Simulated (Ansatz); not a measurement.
`C[Si]1([SiH3])CC1`. Total charge 0; spin multiplicity 1.

```xyz
15

C    -0.051   -0.271   -2.030
Si   -0.032   -0.024   -0.178
Si   -2.049    0.096    0.959
C     1.406    0.875    0.580
C     1.430   -0.650    0.782
H    -0.576    0.545   -2.532
H     0.974   -0.301   -2.408
H    -0.542   -1.209   -2.299
H    -2.886    1.233    0.484
H    -2.849   -1.150    0.802
H    -1.757    0.294    2.405
H     1.262    1.478    1.469
H     2.167    1.282   -0.080
H     1.300   -1.005    1.799
H     2.205   -1.193    0.248
```

(1) What are the harmonic wavenumbers in cm⁻¹ at PBE0-D4/def2-TZVP (Ansatz, finite differences of forces, unscaled)? (Best estimate.)

(2) Is this a minimum?

(3) Give the ideal-gas thermochemistry at 298.15 K and 1 bar (rigid rotor, harmonic oscillator; point group Cs, symmetry number 1).

Results:

(1) Computed: 99, 118, 129, 145, 179, 197, 404, 503, 505, 617, 637, 683, 707, 761, 786, 818, 859, 907, 931, 944, 952, 1003, 1025, 1196, 1274, 1418, 1433, 1445, 1454, 2208, 2214, 2221, 3052, 3129, 3132, 3137, 3140, 3201, 3217.

(2) Yes, all 39 modes are real.

(3) Zero-point energy 303.7 kJ/mol; H(298) − E = 328.9 kJ/mol; entropy 374.3 J/(mol·K), of which translation 166.6, rotation 115.3, vibration 92.4; G(298) − E = 217.3 kJ/mol. Modes under 100 cm⁻¹ are hindered rotations or soft bends, so the harmonic entropy is rough.
